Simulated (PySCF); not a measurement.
Bonds (- single, = double, # triple, : aromatic): C1=C2, C2-C3, C3=C4, C4-C5, C5-F6, C5-F7, C5-C8, C8-F9, C8-F10, C8-F11. C1 carries H12, H13; C2 carries H14; C3 carries H15; C4 carries H16. Stereochemistry as in C=C/C=C\C(F)(F)C(F)(F)F. H13 is cis to C3; H12 is trans to C3.

All values are calculated (PySCF): NMR shieldings at PBE0/pcSseg-1/GIAO, spin–spin couplings from B3LYP/pcJ-1 (spin–dipole term only in couplings to heteroatoms), coordinates at the PBE0-D3(BJ)/def2-SVP level. Gas phase, equivalent nuclei averaged, non-relativistic, one computed conformer.

Question: Predict the 2D correlation tables (HSQC, COSY, HMBC).

Answer: 

HSQC (one-bond C–H):
```csv
δH,δC,"¹J(C,H) (Hz)"
7.17 (H14),140.9 (C2),170
6.53 (H15),149.5 (C3),162
5.85 (H12),134.9 (C1),172
5.77 (H13),134.9 (C1),166
5.58 (H16),125.6 (C4),177
```

COSY cross peaks (|J| ≥ 2 Hz):
```csv
δH,δH,abs. J (Hz),bonds
7.17 (H14),6.53 (H15),13.0,3
7.17 (H14),5.85 (H12),11.5,3
7.17 (H14),5.77 (H13),18.3,3
6.53 (H15),5.58 (H16),13.4,3
```

HMBC (two and three bonds, |J| ≥ 2.5 Hz):
```csv
δH,δC [abs. J in Hz]
7.17 (H14),"149.5 (C3) [5.5], 125.6 (C4) [3.4]"
6.53 (H15),"134.9 (C1) [6.7], 116.7 (C5) [13.2]"
5.85 (H12),149.5 (C3) [15.1]
5.77 (H13),"149.5 (C3) [10.4], 140.9 (C2) [2.8]"
5.58 (H16),"140.9 (C2) [11.6], 116.7 (C5) [3.3]"
```

Chemical shifts δ = σref − σ; ¹H (σref 31.27) and ¹³C (σref 184.41) vs TMS, all at this level.

Short H···H contacts in this conformer between protons four or more bonds apart (candidates for NOE cross peaks, intensity ∝ r⁻⁶): H13···H15 2.42 Å.

Common functionals overestimate the size of one-bond C–F couplings by tens of Hz; these are unscaled. Unscaled 3J(H,H) at this level run about 10 % above measured values. Shifts are as computed. Against solution values, carbons near 30 ppm lie about +2 ppm off and those near 130 ppm about +5 ppm. Of 1211 compounds with measured shifts, 218 miss one by over three times the rms of a fit or turn the order of signals round; such compounds aren't used in these exercises.
